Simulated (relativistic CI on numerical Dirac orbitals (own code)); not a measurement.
**Sensitivity of the levels of Pr38+ to α and to the nuclear radius**

Computed by Dirac-Coulomb-Breit CI, KLI orbitals optimised for each configuration, derivatives by finite differences, unscaled Slater integrals, QED left out (own radial code, finite nucleus).

CI space (outside the closed core [Ne]): 3s2.3p6.3d3, 3s2.3p5.3d4, 3s.3p6.3d4, 3p6.3d5, 3s2.3p6.3d2.4s, 3s2.3p6.3d2.4p, 3s2.3p6.3d2.4d, 3s2.3p5.3d3.4s. Levels of other configurations are missing.

With x = (α/α₀)² − 1 an excitation energy changes as ω = ω₀ + qx; K = 2q/ω₀ is the relative enhancement. Terms are leading LS components, so labels can repeat. The field-shift factor is F = δν/δ⟨r²⟩ for the transition from the lowest level.

Lowest level 3s2.3p6.3d3 4F_3/2.

```tsv
Level	ω₀ (cm⁻¹)	q (cm⁻¹)	F (GHz/fm²)
3s2.3p6.3d3 4F_5/2	148592	189400	2.22
3s2.3p6.3d3 4P_3/2	196700	175000	1.97
3s2.3p6.3d3 4F_7/2	204028	203300	2.45
3s2.3p6.3d3 2G_9/2	214366	185600	2.4
3s2.3p6.3d3 4P_1/2	226266	183600	1.97
3s2.3p6.3d3 4P_5/2	339564	244700	2.77
3s2.3p6.3d3 2G_7/2	359706	366100	4.34
3s2.3p6.3d3 4F_9/2	380243	380000	4.7
3s2.3p6.3d3 4P_3/2	415419	379200	4.19
3s2.3p6.3d3 2P_1/2	432572	381800	4.38
3s2.3p6.3d3 2H_11/2	442921	375400	4.91
3s2.3p6.3d3 2D_5/2	462751	347700	3.64
3s2.3p6.3d3 2F_5/2	489019	384500	4.34
3s2.3p6.3d3 2F_7/2	506670	370500	4.34
3s2.3p6.3d3 2G_9/2	585131	569600	6.79
3s2.3p6.3d3 2P_3/2	591620	466100	5.7
3s2.3p6.3d3 2D_3/2	701879	499500	5.73
3s2.3p6.3d3 2D_5/2	750850	551600	6.76
3s2.3p5.3d4 4P°_3/2	1684559	83120	6.74
3s2.3p5.3d4 6D°_5/2	1786494	278600	8.87
3s2.3p5.3d4 6D°_7/2	1830071	320600	9.46
3s2.3p5.3d4 6D°_1/2	1835759	285900	7.86
3s2.3p5.3d4 6D°_9/2	1848767	300700	9.52
```

At this charge energies of transitions that change n are usually good to better than 1 %, and those within a shell (Δn = 0) to a few per cent. Terms inside the open d or f shell come out 10 to 20 % too wide with unscaled integrals.

Question: Which transition from the lowest level has the largest |K|?

Answer: 3s2.3p6.3d3 4F_5/2 at 148592 cm⁻¹, K = 2.55.
